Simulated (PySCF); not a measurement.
Problem. Write a Z-matrix for `[BH3-][NH2+]c1ccccc1` as optimised with PBE0-D3(BJ)/def2-SVP.

Solution. 
Z-matrix in Å and degrees, rows numbered from 1:
```
B 
N   1  1.6509
C   2  1.4395  1  115.16
C   3  1.3923  2  119.62  1    87.26
C   4  1.3926  3  119.48  2  -178.06
C   5  1.3940  4  120.32  3     0.38
C   6  1.3939  5  119.75  4     0.14
C   3  1.3922  2  119.67  1   -89.95
H   1  1.2229  2  105.31  3    59.81
H   1  1.2261  2  104.08  3   179.69
H   1  1.2232  2  105.36  3   -60.43
H   2  1.0203  1  107.09  3  -122.92
H   2  1.0205  1  107.15  3   123.04
H   4  1.0928  3  119.93  2     1.05
H   5  1.0922  4  119.51  3  -179.88
H   6  1.0920  5  120.13  4   179.92
H   7  1.0921  6  120.20  5   179.60
H   8  1.0928  3  119.94  2    -1.14
```

B1 (four-coordinate boron) is distorted tetrahedral (angles from 104.1° to 113.7°). The 6-membered ring C3–C4–C5–C6–C7–C8 has internal angles of 119.5° to 120.7° (sum 720°, against 720° for a flat polygon); it is planar, 0.00 Å rms from its mean plane, widest ring torsion 1°. N2 (nitrogen bonded to B, C and 2 H) is distorted tetrahedral (angles from 106.6° to 115.2°). Of the pairs four or more bonds apart, H12···H18 is among the closest relative to their van der Waals radii: 2.39 Å, 100 % of the sum of Bondi's values.

Computed, not measured: PySCF 2.14.0, PBE0-D3(BJ)/def2-SVP geometry optimisation, gas phase.

PBE0-D3(BJ)/def2-SVP frequencies: not computed here. One conformer, not necessarily the lowest (B1–N2–C3–C4 87°).
